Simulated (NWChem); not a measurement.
BeGeH3I; SMILES [GeH3][Be][I]

```xyz
6

Be     0.0000     0.0000    -0.4012
I      0.0000     0.0000     1.7785
Ge     0.0000     0.0000    -2.5974
H     -1.4282     0.0618    -3.1799
H      0.7676     1.2060    -3.1799
H      0.6606    -1.2678    -3.1799
```
Atoms are numbered in this order, from 1.

Program: NWChem. Medium grid unless said otherwise, to which SCAN and Minnesota functionals are sensitive. Geometry: optimised at PBE0/def2-SVP. def2 effective core potentials on I; no spin-orbit coupling.

**Question.** Estimate the computed values for M06-2X/def2-SVP. Quantities: highest occupied level (eV); orbital gap (eV); dipole (D).

**Answer.** 
```json
{
 "highest occupied level (eV)": "-9.23",
 "orbital gap (eV)": "8.42",
 "dipole (D)": "0.11"
}
```
